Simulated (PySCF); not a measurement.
C4H6O2Si, SMILES c1cc(c([SiH3])o1)O. The structure is a stationary point at PBE-D3(BJ)/def2-SVP. The structure was generated by enumeration, and PubChem lists no compound with its InChIKey, so it may never have been made. One conformer was computed; it need not be the lowest.

**Question.** Give the equilibrium geometry at PBE-D3(BJ)/def2-SVP (PySCF confirms it by a frequency run) as a Z-matrix, and its point group. (Estimate from the structure and the level; the computed values follow.)

**Answer.** Several could match; the one computed here: point group Cs.
```
C
O 1 1.3883
C 2 1.3509 1 108.34
C 3 1.3767 2 111.03 1 0.00
C 1 1.3924 2 107.72 3 0.00
O 5 1.3564 1 124.33 2 180.00
H 6 0.9732 5 108.47 1 180.00
H 3 1.0955 2 116.25 1 180.00
H 4 1.0963 3 127.00 8 0.00
Si 1 1.8644 2 119.48 3 180.00
H 10 1.5008 1 107.39 2 180.00
H 10 1.5060 11 109.49 1 121.11
H 10 1.5060 11 109.49 12 117.78
```
